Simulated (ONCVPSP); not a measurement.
Building the ONCV potential for Hf (PBE, scalar-relativistic).

Input for ONCVPSP 4.0.1:

```
# ATOM AND REFERENCE CONFIGURATION
# atsym  z   nc   nv     iexc    psfile
  Hf 72.00   10    4        4      upf
#
#   n    l    f
    1    0    2.00
    2    0    2.00
    2    1    6.00
    3    0    2.00
    3    1    6.00
    3    2   10.00
    4    0    2.00
    4    1    6.00
    4    2   10.00
    4    3   14.00
    5    0    2.00
    5    1    6.00
    5    2    2.00
    6    0    2.00
#
# PSEUDOPOTENTIAL AND OPTIMIZATION
# lmax
    2
#
#   l,   rc,      ep,       ncon, nbas, qcut
    0    1.65    0.00    4    7    7.70
    1    2.00    0.00    3    8    5.50
    2    1.65    0.00    3    7    6.40
#
# LOCAL POTENTIAL
# lloc, lpopt,  rc(5),   dvloc0
    2    5    1.65    0.00
#
# VANDERBILT-KLEINMAN-BYLANDER PROJECTORs
# l, nproj, debl
    0    2    2.30
    1    2    3.00
    2    0    3.00
#
# MODEL CORE CHARGE
# icmod, fcfact, rcfact
    0    0.00    0.00
#
# LOG DERIVATIVE ANALYSIS
# epsh1, epsh2, depsh
   -4.00    5.00    0.02
#
# OUTPUT GRID
# rlmax, drl
    6.00    0.01
#
# TEST CONFIGURATIONS
# ncnf
    4
# nvcnf
#   n    l    f
    4
    5    0    2.00
    5    1    6.00
    5    2    2.00
    6    0    1.00
#
    4
    5    0    2.00
    5    1    6.00
    5    2    2.00
    6    0    0.00
#
    4
    5    0    2.00
    5    1    6.00
    5    2    1.00
    6    0    0.00
#
    4
    5    0    2.00
    5    1    6.00
    5    2    0.00
    6    0    0.00
#
```

Command:

```bash
oncvpsp.x < Hf.dat > Hf.out
```

Resulting log (shortened: citation, most of the input echo, consistency checks and plot data are left out):

```
ONCVPSP  (Optimized Norm-Conservinng Vanderbilt PSeudopotential)
scalar-relativistic version 4.0.1

#   n    l    f        energy (Ha)
    1    0    2.00    -2.3993057E+03
    2    0    2.00    -4.1032280E+02
    2    1    6.00    -3.6025786E+02
    3    0    2.00    -9.3493473E+01
    3    1    6.00    -7.8539285E+01
    3    2   10.00    -6.0851548E+01
    4    0    2.00    -1.8835842E+01
    4    1    6.00    -1.3930869E+01
    4    2   10.00    -7.5950016E+00
    4    3   14.00    -6.1866015E-01
    5    0    2.00    -2.4627984E+00
    5    1    6.00    -1.3073203E+00
    5    2    2.00    -9.8817132E-02
    6    0    2.00    -1.8773180E-01

Reference configufation results
  iterations    34
  all-electron total energy (Ha)   -1.50782169D+04

Begin loop to  construct optimized pseudo wave functions
and semi-local pseudopoentials for all angular momenta

Calculating optimized projector #   1

 for l=   0

    Fraction of norm inside rc  0.907153
    Optimizing pswf for qcut=   7.71 a_B^-1,  ecut=  29.71 Ha
    Residual kinetic energy error=  1.92D-06 Ha

    Energy error per electron        Cutoff
         Ha          eV             Ha
         0.01000     0.27211       16.61
         0.00100     0.02721       21.33
         0.00010     0.00272       24.83
         0.00001     0.00027       27.52

Calculating optimized projector #   2

 for l=   0

    Fraction of norm inside rc  0.043715
    Optimizing pswf for qcut=   7.71 a_B^-1,  ecut=  29.71 Ha
    Residual kinetic energy error=  1.45D-06 Ha

    Energy error per electron        Cutoff
         Ha          eV             Ha
         0.01000     0.27211       12.92
         0.00100     0.02721       18.97
         0.00010     0.00272       23.51
         0.00001     0.00027       26.98

   Wellstate for l =  1  n =  7
     eigenvalue =   1.6927
     asymptotic potential =   2.1927
     half-point radius =  3.6993

Calculating optimized projector #   1

 for l=   1

    Fraction of norm inside rc  0.908523
    Optimizing pswf for qcut=   5.51 a_B^-1,  ecut=  15.18 Ha
    Residual kinetic energy error=  8.42D-07 Ha

    Energy error per electron        Cutoff
         Ha          eV             Ha
         0.01000     0.27211        7.93
         0.00100     0.02721       10.24
         0.00010     0.00272       12.09
         0.00001     0.00027       13.61

Calculating optimized projector #   2

 for l=   1

    Fraction of norm inside rc  0.146340
    Optimizing pswf for qcut=   5.51 a_B^-1,  ecut=  15.18 Ha
    Residual kinetic energy error=  3.27D-05 Ha

    Energy error per electron        Cutoff
         Ha          eV             Ha
         0.01000     0.27211        7.54
         0.00100     0.02721        9.91
         0.00010     0.00272       12.05
         0.00001     0.00027       47.01

Calculating optimized projector #   1

 for l=   2

    Fraction of norm inside rc  0.266444
    Optimizing pswf for qcut=   6.39 a_B^-1,  ecut=  20.44 Ha
    Residual kinetic energy error=  1.27D-06 Ha

    Energy error per electron        Cutoff
         Ha          eV             Ha
         0.01000     0.27211        8.77
         0.00100     0.02721       12.11
         0.00010     0.00272       14.92
         0.00001     0.00027       17.16

Construct Vanderbilt / Kleinmman-Bylander projectors

B matrix Hermiticity error, ll=   0
   1   2    2.5938E-04

  Orthonormal projector coefficients  9.0472E+00 -3.8032E-01

B matrix Hermiticity error, ll=   1
   1   2   -3.8219E-04

  Orthonormal projector coefficients  1.4192E+00 -7.9626E-02

Pseudoatom total energy  -49.372751

Diagnostic tests using Vanderbilt-Kleinman-Bylander pseudopotentials
  1 or more projectors used as specified by nproj input data

   l    rcore       rmatch      e in        delta e   norm test  slope test

   0   1.6575155   1.7078413  -2.4627984  -0.0000052   1.0002003   1.0001974
   0   1.6575155   1.7078413  -0.1877318   0.0000035   1.0000403   1.0000402

   1   2.0072108   2.0681540  -1.3073203   0.0000036   1.0002131   1.0002187
   1   2.0072108   2.0681540   1.6926797   0.0001305   1.0000117   1.0000117

   2   1.6575155   1.7078413  -0.0988171   0.0000069   1.0000157   1.0004619

 Testing for bound ghosts
   n   l    E NL Schr. Eq   E Basis Diag.   E Cutoff

   1   0       -2.462804       -2.462797     69.11
   2   0       -0.187728       -0.108024     69.11

   2   1       -1.307317       -1.307319     75.48

 Testing for highly-localized positive-energy ghosts
       l    <radius>/rc     E Basis Diag.   E Cutoff

Test configuration 0

   n   l     f        eae           eps        diff
   1   0  2.0000-2399.30568621
   2   0  2.0000 -410.32280412
   2   1  6.0000 -360.25786044
   3   0  2.0000  -93.49347343
   3   1  6.0000  -78.53928473
   3   2 10.0000  -60.85154841
   4   0  2.0000  -18.83584153
   4   1  6.0000  -13.93086894
   4   2 10.0000   -7.59500160
   4   3 14.0000   -0.61866015
   5   0  2.0000   -2.46279842   -2.46280358   -5.15D-06
   5   1  6.0000   -1.30732029   -1.30731672    3.57D-06
   5   2  2.0000   -0.09881713   -0.09881019    6.94D-06
   6   0  2.0000   -0.18773180   -0.18772833    3.47D-06

    Total energies and differences
      AE_ref= -1.50782169D+04  AE_tst= -1.50782169D+04  dif=  0.00D+00
      PS_ref= -4.93727505D+01  PS_tst= -4.93727505D+01  dif=  8.53D-14
      PSP excitation error= -8.53D-14

Test configuration 1

   n   l     f        eae           eps        diff
   1   0  2.0000-2399.56221865
   2   0  2.0000 -410.57774446
   2   1  6.0000 -360.51286416
   3   0  2.0000  -93.74834921
   3   1  6.0000  -78.79416547
   3   2 10.0000  -61.10635536
   4   0  2.0000  -19.09076714
   4   1  6.0000  -14.18576903
   4   2 10.0000   -7.84979571
   4   3 14.0000   -0.87331243
   5   0  2.0000   -2.71739516   -2.71785633   -4.61D-04
   5   1  6.0000   -1.56237824   -1.56273814   -3.60D-04
   5   2  2.0000   -0.33833498   -0.33825748    7.75D-05
   6   0  1.0000   -0.40333574   -0.40299781    3.38D-04

    Total energies and differences
      AE_ref= -1.50782169D+04  AE_tst= -1.50779237D+04  dif=  2.93D-01
      PS_ref= -4.93727505D+01  PS_tst= -4.90796277D+01  dif=  2.93D-01
      PSP excitation error=  2.04D-05

Test configuration 2

   n   l     f        eae           eps        diff
   1   0  2.0000-2399.86452485
   2   0  2.0000 -410.87786526
   2   1  6.0000 -360.81309086
   3   0  2.0000  -94.04788888
   3   1  6.0000  -79.09371685
   3   2 10.0000  -61.40587446
   4   0  2.0000  -19.39047334
   4   1  6.0000  -14.48549530
   4   2 10.0000   -8.14945118
   4   3 14.0000   -1.17266053
   5   0  2.0000   -3.01650037   -3.01811947   -1.62D-03
   5   1  6.0000   -1.86045423   -1.86158913   -1.13D-03
   5   2  2.0000   -0.61387286   -0.61338392    4.89D-04

    Total energies and differences
      AE_ref= -1.50782169D+04  AE_tst= -1.50774026D+04  dif=  8.14D-01
      PS_ref= -4.93727505D+01  PS_tst= -4.85592130D+01  dif=  8.14D-01
      PSP excitation error=  7.06D-04

Test configuration 3

psatom: WARNING lschvkbb convergence error n,l,iter=   3   2   4
ea(ii),et,emin,emax -1.079928E-01 -1.187921E-01 -1.187921E-01 -1.187921E-01
run_config: WARNING for fully non-local PS atom, stg. 1
 WARNING no output for configuration 4

Test configuration 4

psatom: WARNING lschvkbb convergence error n,l,iter=   3   2   3
ea(ii),et,emin,emax -9.881019E-02 -1.086912E-01 -1.086912E-01 -1.086912E-01
run_config: WARNING for fully non-local PS atom, stg. 1
 WARNING no output for configuration 5
```

The run took about 4.3 s on one core of a shared server CPU.
